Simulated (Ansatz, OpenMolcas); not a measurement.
**How methods differ on C3H9BO3 (trimethyl borate)**

C3H9BO3: 16 atoms, total charge 0, spin state singlet. SMILES: `COB(OC)OC`. Geometry: relaxed at PBE0-D4/def2-TZVP.

```xyz
16

C     0.4957   -0.6467   -2.2626
O    -0.1758    0.1829   -1.3387
B     0.0001    0.0001    0.0000
O     0.8258   -0.9858    0.4503
C     1.0110   -1.1785    1.8364
O    -0.6501    0.8028    0.8884
C    -1.5067    1.8253    0.4262
H     1.5804   -0.5650   -2.1535
H     0.2149   -1.6951   -2.1313
H     0.2111   -0.3226   -3.2640
H     1.4326   -0.2869    2.3079
H     0.0667   -1.4164    2.3334
H     1.7024   -2.0119    1.9638
H    -0.9659    2.5462   -0.1926
H    -2.3307    1.4156   -0.1639
H    -1.9116    2.3361    1.3002
```

Quantity: the HOMO–LUMO gap, in eV. The values are calculated.

```json
{"level": "HF/6-31G* (spherical functions)", "kind": "Hartree–Fock", "program": "OpenMolcas", "value (eV)": "18.63", "CPU time": "26 s"}
{"level": "SVWN5/6-31G* (spherical functions)", "kind": "LDA", "program": "Ansatz", "value (eV)": "7.59", "CPU time": "8.5 s"}
{"level": "BLYP/6-31G* (spherical functions)", "kind": "GGA", "program": "OpenMolcas", "value (eV)": "7.73", "CPU time": "2.2 min"}
{"level": "M06-L/6-31G* (spherical functions)", "kind": "meta-GGA", "program": "OpenMolcas", "value (eV)": "8.60", "CPU time": "3.4 min"}
{"level": "B3LYP/6-31G* (spherical functions)", "kind": "global hybrid", "program": "Ansatz", "value (eV)": "9.91", "CPU time": "16 s"}
{"level": "wB97M-V/6-31G* (spherical functions)", "kind": "range-separated hybrid", "program": "Ansatz", "value (eV)": "14.99", "CPU time": "2.5 min"}
{"level": "B2PLYP/6-31G* (spherical functions)", "kind": "double hybrid", "program": "Ansatz", "value (eV)": "13.49", "CPU time": "22 s"}
```

The values span 7.59 to 18.63 eV. Orbital gaps aren't excitation energies, and those of double hybrids come from the SCF part alone; they tend to grow with the share of exact exchange. CPU times are rough (shared hosts, several kinds of processor): they show what a rung costs within a factor of a few.
